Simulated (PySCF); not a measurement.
How methods differ on the ionisation energy of Sm

Sm [Xe] 4f6 6s2 (7F) → Sm⁺ [Xe] 4f6 6s1 (8F), as a difference of total energies. Calculation: PySCF 2.14, in cc-pVDZ-X2C; the spin-free X2C one-electron Hamiltonian (Gaussian nucleus). The calculations carry no spin-orbit coupling.

| method | ionisation energy (eV) |
| --- | --- |
| UHF | 4.591 |
| MN15 | 6.038 |
| wB97X-V | 5.464 |
| revPBE | 5.539 |

Problem. Which method comes closest to the reference value, and which is furthest?

Solution. The reference is 5.626 eV (measured; NIST levels, between the centres of gravity of the two terms). Closest: revPBE (error -0.087 eV); furthest: UHF (error -1.035 eV).
